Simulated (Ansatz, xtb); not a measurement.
Two conformers of AlBrH4NSi

We compare I, `[SiH3][NH][Al][Br]`, a doublet, with II, `[SiH3][NH][Al][Br]`, a doublet. Both are isolated molecules in the gas phase, relaxed with B3LYP-D3(BJ)/def2-SVP.

I (Å):

```xyz
8

Al   -1.1293    2.4436    1.7717
Br    0.6851    3.7555    1.2887
N    -1.6457    1.2179    0.5650
Si   -1.0142    0.7791   -1.0138
H     0.1593    1.6474   -1.2925
H    -0.5933   -0.6548   -1.0542
H    -2.0399    0.9705   -2.0845
H    -2.4604    0.6684    0.8434
```

II (Å):

```xyz
8

Al   -1.8654    1.8399    1.1245
Br   -2.0045    4.0785    0.6391
N    -2.0384    0.7136   -0.2639
Si   -1.9922   -1.0339   -0.3040
H    -0.8865   -1.5509   -1.1655
H    -3.2687   -1.6221   -0.8108
H    -1.7697   -1.4920    1.0981
H    -2.1867    1.1648   -1.1695
```

Energies in hartree; the thermal terms are from B3LYP-D3(BJ)/def2-SVP harmonic frequencies (ideal gas, rigid rotor, one conformer each, 200 K, 1 atm) and include the zero-point energy:

```
                               I            II
E, CCSD(T)/def2-SVP  −3160.213005  −3160.213767
    E, MP2/def2-SVP  −3160.164459  −3160.165327
  E, MP2/def2-TZVPP  −3160.861744  −3160.862226
  zero-point energy      0.042195      0.042085
       H(200 K) − E      0.046642      0.046556
       G(200 K) − E      0.021373      0.021531
```

Q: Correct the CCSD(T) difference for the basis set by the MP2 change, then work out ΔE, ΔE₀, ΔH and ΔG for I → II in kcal/mol (1 Eh = 627.51 kcal/mol) and the equilibrium ratio [II]/[I].

A: 1. Differences II − I: CCSD(T) −0.000762, MP2 in the small set −0.000868, MP2 in the large set −0.000482 Eh.
2. ΔE = −0.000762 + (−0.000482 − (−0.000868)) = −0.000376 Eh = −0.24 kcal/mol.
3. ΔE₀ = ΔE + ΔZPE = −0.000376 + (−0.000110) Eh = −0.30 kcal/mol.
4. ΔH = ΔE + (−0.000086) Eh = −0.29 kcal/mol.
5. ΔG = ΔE + (+0.000158) Eh = −0.14 kcal/mol, so ΔS = (ΔH − ΔG)/T = −3.2 J/(mol K).
6. kT = 0.6334 mEh, so K = [II]/[I] = exp(−ΔG/kT) = exp(+0.34) ≈ 1.4.

The two are too close for this level to say which is favoured. An error of 1 kcal/mol in ΔG would change K by a factor of 12. Mirror images and further conformers aren't counted.

Other levels gave ΔE = −0.1 (B3LYP-D3(BJ)/def2-SVP); −1.0 (HF/def2-SVP); −0.5 (MP2/def2-SVP); −0.5 (CCSD(T)/def2-SVP) kcal/mol. Open shells are spin-unrestricted. The correlated steps freeze 20 core orbitals; the filled d shell of Br is correlated, in a basis made for valence electrons. Programs: Ansatz 0.2.0.
